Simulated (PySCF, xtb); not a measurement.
Se(F)(Et) (C2H5FSe), SMILES CC[Se]F.

GFN2-xTB (xtb 6.7.1) at its own geometry gives an orbital gap of 2.74 eV and a dipole moment of 3.45 D.

The structure is a stationary point at PBE0-D3(BJ)/def2-SVP. This is a generated structure with no PubChem entry under its InChIKey; it may be hypothetical. Other conformers were not sampled.

What does PBE/def2-TZVP (PySCF) give? (The exact figures need the calculation; the answer reports its results.)

gap 2.61 eV (levels -5.26 and -2.64 eV), dipole 2.38 D.
